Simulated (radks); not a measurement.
Isoelectronic series with 28 electrons, each ion in its NIST ground configuration. Calculated with a radial shooting solver on a logarithmic mesh with Libxc functionals: scalar-relativistic Kohn-Sham, BLYP, spin-unpolarised, spherical densities, finite nucleus; Fermi nuclear charge, rms radius of each element as measured or else 0.836 A^(1/3) + 0.57 fm. Total energies (hartree) and orbital eigenvalues (hartree) (* marks an orbital that is empty in some or all of the ions):

\begin{tabular}{lrrrrr}
ion & configuration & E (hartree) & 4s* & 3d & 3p \\ \hline
Ni & [Ar] 3d8 4s2 & -1520.88125 & -0.20583 & -0.32262 & -2.61622 \\
Cu+ & [Ar] 3d10 & -1654.89763 & -0.44506 & -0.50425 & -2.96809 \\
Zn2+ & [Ar] 3d10 & -1795.33371 & -0.85783 & -1.13510 & -3.83065 \\
Ga3+ & [Ar] 3d10 & -1942.16801 & -1.35914 & -1.92850 & -4.86469 \\
Ge4+ & [Ar] 3d10 & -2095.38494 & -1.94069 & -2.86618 & -6.04826 \\
As5+ & [Ar] 3d10 & -2254.98337 & -2.59795 & -3.93788 & -7.36942 \\
Se6+ & [Ar] 3d10 & -2420.96962 & -3.32820 & -5.13737 & -8.82117 \\
Br7+ & [Ar] 3d10 & -2593.35618 & -4.12967 & -6.46065 & -10.39920 \\
Kr8+ & [Ar] 3d10 & -2772.15883 & -5.00123 & -7.90500 & -12.10071 \\
\end{tabular}
